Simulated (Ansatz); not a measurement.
Relaxation of Cl₃FGeH₄OSi (11 atoms, charge 0, multiplicity 1), to a largest force component of 0.03 eV/Å in at most 50 steps.

Theory: Ansatz, RHF/def2-SVP.

```xyz
11
Properties=species:S:1:pos:R:3
Ge 0.522 0.168 -0.206
F 0.221 -0.076 1.444
Cl 2.631 0.377 -0.349
Cl -0.394 1.933 -0.907
Cl -0.054 -1.555 -1.292
O -2.269 -0.229 0.737
Si -3.649 -1.003 0.247
H -3.454 -2.470 0.211
H -4.790 -0.708 1.145
H -3.935 -0.499 -1.109
H -1.876 -0.372 1.608
```

Where does it end, and by what steps?

The forces met the threshold. After 10 steps the energy has fallen by 0.045 eV; H10 moved furthest, 0.27 Å.

```tsv
step	energy less start (eV)	largest force component (eV/Å)	accepted
0	0.0000	1.089	yes
1	-0.0329	0.246	yes
2	-0.0410	0.166	yes
3	-0.0428	0.069	yes
4	-0.0431	0.062	yes
5	-0.0439	0.059	yes
6	-0.0444	0.054	yes
7	-0.0447	0.051	yes
8	-0.0448	0.046	yes
9	-0.0450	0.033	yes
10	-0.0452	0.005	yes
```

```xyz
11
Properties=species:S:1:pos:R:3
Ge 0.693 0.207 -0.238
F 0.306 -0.110 1.392
Cl 2.806 0.389 -0.286
Cl -0.194 2.023 -0.837
Cl 0.102 -1.436 -1.429
O -2.393 -0.238 0.657
Si -3.783 -1.055 0.284
H -3.581 -2.520 0.365
H -4.877 -0.688 1.213
H -4.145 -0.674 -1.093
H -1.983 -0.332 1.504
```

Whether the end is a true minimum wasn't checked by a vibrational analysis.

The run took 14 s on 4 threads of AMD EPYC 9R45 96-Core Processor (Zen 5), with other jobs on the host, peak memory 0.49 GiB.
